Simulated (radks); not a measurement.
Task: Ionisation ladder of promethium, from Pm22+ to Pm43+. Each ion is in the ground configuration listed by NIST, and IE = E(next ion) - E(this ion). All-electron calculation, scalar-relativistic Kohn-Sham, PBEsol, spin-polarised, spherical densities, finite nucleus; open shells are filled with parallel spins first (spin-orbit coupling, left out, can overturn this in heavy ions); Fermi nuclear charge, rms radius 4.962 fm. Program: a radial shooting solver on a logarithmic mesh with Libxc functionals.

| species | configuration | IE, Delta-SCF (eV) | <r> HOMO (bohr) |
|---|---|---|---|
| Pm22+ | [Kr] 4d3 | ? | 0.588 |
| Pm23+ | [Kr] 4d2 | 727.54 | 0.581 |
| Pm24+ | [Kr] 4d1 | 765.94 | 0.575 |
| Pm25+ | [Kr] | 927.72 | 0.559 |
| Pm26+ | [Ar] 3d10 4s2 4p5 | 966.86 | 0.555 |
| Pm27+ | [Ar] 3d10 4s2 4p4 | 1005.6 | 0.551 |
| Pm28+ | [Ar] 3d10 4s2 4p3 | 1056.2 | 0.546 |
| Pm29+ | [Ar] 3d10 4s2 4p2 | 1096.8 | 0.542 |
| Pm30+ | [Ar] 3d10 4s2 4p1 | 1136.8 | 0.538 |
| Pm31+ | [Ar] 3d10 4s2 | 1268.1 | 0.522 |
| Pm32+ | [Ar] 3d10 4s1 | 1314.0 | 0.519 |
| Pm33+ | [Ar] 3d10 | 2260.7 | 0.229 |
| Pm34+ | [Ar] 3d9 | 2356.8 | 0.226 |
| Pm35+ | [Ar] 3d8 | 2454.0 | 0.224 |
| Pm36+ | [Ar] 3d7 | 2552.3 | 0.222 |
| Pm37+ | [Ar] 3d6 | ? | 0.220 |
| Pm38+ | [Ar] 3d5 | 2780.4 | 0.217 |
| Pm39+ | [Ar] 3d4 | 2884.6 | 0.215 |
| Pm40+ | [Ar] 3d3 | 2989.8 | 0.213 |
| Pm41+ | [Ar] 3d2 | ? | 0.211 |
| Pm42+ | [Ar] 3d1 | ? | 0.209 |
| Pm43+ | [Ar] | 3565.0 | 0.235 |

Estimate the withheld Delta-SCF values.

Result: Pm22+: 689.55 eV (NIST 689); Pm37+: 2651.4 eV (NIST 2652); Pm41+: 3096.0 eV (NIST 3112); Pm42+: 3202.9 eV (NIST 3219).
